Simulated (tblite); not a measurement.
Compound: C3H8NSSi (doublet state).
Geometry (GFN2-xTB, Å), atoms numbered from 1 in this order:
```xyz
14
C3H8NSSi angstrom
C     -1.6228   -0.8663    0.4333
C     -1.0232    0.4988    0.1114
Si     0.6223    0.3548   -0.8235
S      1.6453    2.2490   -1.0084
C      1.8140   -0.8407    0.1785
N      1.4002   -1.5757    1.0443
H     -2.5223   -0.7567    1.0350
H     -1.8816   -1.4005   -0.4778
H     -0.9030   -1.4654    0.9888
H     -1.7324    1.0837   -0.4794
H     -0.8709    1.0446    1.0466
H      0.5532   -0.1278   -2.1978
H      1.6680    2.5523    0.2817
H      2.8526   -0.7506   -0.1549
```

Computed values, GFN2-xTB/tblite, gas phase, harmonic and unscaled. The method is semi-empirical: single wavenumbers can be off by several per cent or more. Modes of hydrogen on silicon and sulfur can be 10 to 20 % off. One conformer, not necessarily the lowest. Open shells enter through the occupations alone, without spin polarisation, and single modes of such species can be off by tens of per cent.

Harmonic wavenumbers (cm⁻¹): 48.8, 74.9, 106.8, 124.8, 142.4, 163.2, 259.5, 274.4, 326.8, 489.4, 541.5, 574.1, 596.2, 700.6, 716.4, 738.7, 743.5, 980.6, 1023.3, 1055.0, 1073.2, 1226.2, 1275.3, 1418.8, 1456.6, 1501.5, 1501.9, 1846.3, 2300.9, 2458.7, 2799.1, 2949.2, 2962.7, 3017.8, 3030.9, 3038.9.

A = 3074, B = 1541, C = 1124 MHz; mass 118.015 u (most abundant isotopes); point group C1, symmetry number 1; spin multiplicity 2.

Zero-point energy?

½Σν̃ = 21769 cm⁻¹ = 62.24 kcal/mol.

Entropy at 200 K, 1 bar (ideal gas, RRHO, classical rotation)?

Translation 38.25, rotation 27.30, vibration 19.69, spin (R ln 2) 1.38: S = 86.6 cal/(mol K).

And Cp and H(200 K) − H(0)?

Cp = 27.44 cal/(mol K), of which vibrations give 19.49 (their classical limit is 36 R = 71.5); H(200 K) − H(0) = 3.71 kcal/mol without the zero-point energy, 2.12 from vibrations.

What must be added to the electronic energy to get the Gibbs energy at 200 K and 1 bar?

ZPE + [H(200 K) − H(0)] − T·S = 62.24 + 3.71 − 17.32 = 48.63 kcal/mol.

How do the functions run with temperature in this model?

| T (K) | S (cal/(mol K)) | Cp (cal/(mol K)) | H − H(0) (kcal/mol) | G − H(0) (kcal/mol) | ln q(vib) |
| --- | --- | --- | --- | --- | --- |
| 150 | 79.3 | 23.6 | 2.43 | -9.46 | 3.22 |
| 250 | 93.1 | 31.1 | 5.17 | -18.11 | 5.88 |
| 298.15 | 98.9 | 34.4 | 6.75 | -22.74 | 7.10 |
| 400 | 109.9 | 40.7 | 10.58 | -33.38 | 9.54 |
| 600 | 128.3 | 50.0 | 19.70 | -57.27 | 13.95 |
| 900 | 150.5 | 59.4 | 36.21 | -99.21 | 19.77 |

q(vib) and H(0) count from the zero-point level.

Hindered rotation and anharmonicity are outside this model. Other conformers, if any are populated, would add a mixing term that is left out. The structure is chiral; the term R ln 2 for an equal mix with its mirror image is left out.
